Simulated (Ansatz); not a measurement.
Reaction (substitution at a C–B bond): `CB(N)Cl` + `CB(N)O` → `COB(C)N` + `NBCl`

Calculated with Ansatz (gas phase, PBE0-D4/def2-TZVP geometries, no zero-point term in ΔE). CCSD(T)/CBS adds triple-zeta CCSD(T) − MP2 to the extrapolated MP2 energy (def2 sets, frozen cores). This one scheme is used for every species. Each species was taken in one conformer, which may not be the lowest.

`CB(N)Cl`:

Cartesian coordinates in Å:
```
C 0.988 -0.113 0.667
B -0.066 -0.119 -0.488
N -1.375 0.324 -0.346
Cl 0.413 -0.727 -2.097
H 1.362 -1.125 0.846
H 0.593 0.278 1.608
H 1.858 0.488 0.385
H -2.042 0.313 -1.099
H -1.731 0.681 0.523
```

`CB(N)O`:

Z-matrix (Å, degrees):
```
C
B 1 1.579
H 1 1.095 2 110.9
H 1 1.092 2 113.4 3 120.9
H 1 1.095 2 110.9 3 -118.2
N 2 1.404 1 122.1 3 -120.8
O 2 1.379 1 121.6 3 59.2
H 6 1.005 2 122.2 1 180.0
H 6 1.002 2 123.1 1 -0.0
H 7 0.957 2 112.7 1 0.0
```

`COB(C)N`:

```xyz
13

C     0.941    0.409   -1.597
O     1.106   -0.262   -0.376
B     0.097   -0.314    0.558
C    -1.308    0.364    0.329
N     0.396   -1.015    1.739
H     0.750    1.478   -1.453
H     1.864    0.299   -2.169
H     0.118   -0.011   -2.186
H    -1.805   -0.044   -0.557
H    -1.985    0.232    1.176
H    -1.206    1.440    0.153
H    -0.257   -1.123    2.492
H     1.289   -1.451    1.891
```

`NBCl`:

Cartesian coordinates in Å:
```
N -0.450 -0.570 -0.240
B 0.302 0.545 0.081
Cl 1.442 0.473 1.430
H -1.110 -0.570 -0.999
H -0.386 -1.440 0.260
H 0.201 1.561 -0.531
```

| species | MP2/def2-TZVPP energy (Eh) |
| --- | --- |
| `CB(N)Cl` | -580.26363 |
| `CB(N)O` | -196.29100 |
| `COB(C)N` | -235.49073 |
| `NBCl` | -541.02301 |

(1) Work out ΔE.

Largest T1 diagnostic among the species: 0.011.

## Answers

(1) ΔE = (-235.49073) + (-541.02301) − (-580.26363) − (-196.29100) = 0.04089 Eh = +107.4 kJ/mol. CCSD(T)/CBS gives +104.1 kJ/mol.

In def2-TZVPP, CCSD(T) changes the Hartree–Fock value by +8.2 kJ/mol (the triples alone add +0.1 kJ/mol) and MP2 by +14.3 kJ/mol.
